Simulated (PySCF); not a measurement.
Distorted geometries of [Eu(P5)2]+

[Eu(P5)2]+ (singlet in the valence; each metal's 4f electrons, 6 of them, lie in its core potential, out of spins and levels). PySCF 2.14.0, RKS TPSS, Eu lcecp-1-SVP with ECP52, P def2-SVP; non-relativistic Hamiltonian with scalar-relativistic core potentials where named; density fitting; no spin-orbit coupling. Relaxed geometry:

```xyz
11

Eu    0.0000    0.0000    0.0000
P     0.0000    1.8290    2.4977
P    -1.7395    0.5652    2.4977
P    -1.0751   -1.4797    2.4977
P     1.0751   -1.4797    2.4977
P     1.7395    0.5652    2.4977
P     0.0000   -1.8290   -2.4977
P    -1.7395   -0.5652   -2.4977
P    -1.0751    1.4797   -2.4977
P     1.0751    1.4797   -2.4977
P     1.7395   -0.5652   -2.4977
```

Task: Order these distorted geometries by energy above the relaxed one, lowest first.
A.
```xyz
11

Eu    0.0702   -0.1828    0.0825
P     0.0340    1.8717    2.5429
P    -1.8159    0.5518    2.4706
P    -1.0109   -1.5623    2.5354
P     1.1524   -1.5405    2.4633
P     1.6563    0.6124    2.4383
P     0.0636   -1.6964   -2.5545
P    -1.7801   -0.5338   -2.4935
P    -1.0577    1.5612   -2.5489
P     1.0805    1.4076   -2.5196
P     1.6076   -0.4888   -2.4164
```
B.
```xyz
11

Eu    0.0745    0.0175    0.0150
P     0.1351    1.8369    2.5189
P    -1.6492    0.5660    2.4789
P    -1.1562   -1.4956    2.4313
P     0.9169   -1.4847    2.5030
P     1.6872    0.4336    2.5230
P     0.0315   -1.7957   -2.4786
P    -1.7134   -0.5974   -2.5410
P    -1.0643    1.5633   -2.4688
P     1.1134    1.4325   -2.4924
P     1.6246   -0.4766   -2.4893
```
C.
```xyz
11

Eu   -0.0739   -0.0743   -0.0581
P     0.0561    1.7964    2.5390
P    -1.7366    0.7240    2.5714
P    -1.1147   -1.5008    2.5288
P     1.2267   -1.4665    2.5422
P     1.6961    0.6566    2.3489
P     0.0211   -1.8911   -2.4038
P    -1.7810   -0.5998   -2.5035
P    -1.0626    1.4599   -2.5587
P     1.1474    1.4466   -2.5185
P     1.6215   -0.5511   -2.4877
```

Result: B (0.67 eV), C (0.84 eV), A (1.03 eV).

Task: Which forces (eV/Å) act in the one that lies 0.84 eV up?

Result: 
```
Eu  -0.11  0.09  1.06
P   -1.40  2.02 -0.12
P   -0.10 -2.00 -0.12
P    1.33  1.29  0.09
P   -1.94  0.45 -0.46
P    2.17 -1.74  0.06
P   -1.09  0.05 -0.28
P    0.56  0.37 -0.08
P   -0.06 -0.39 -0.01
P   -1.13  0.96 -0.10
P    1.78 -1.11 -0.03
```
Forces carry noise of the integration grid, about 0.01 to 0.03 eV/Å.

No frequency check is given that shows the relaxed geometry to be a minimum. An lcecp potential fixes the number of 4f electrons, so in runs with it no electron can move into or out of that shell.
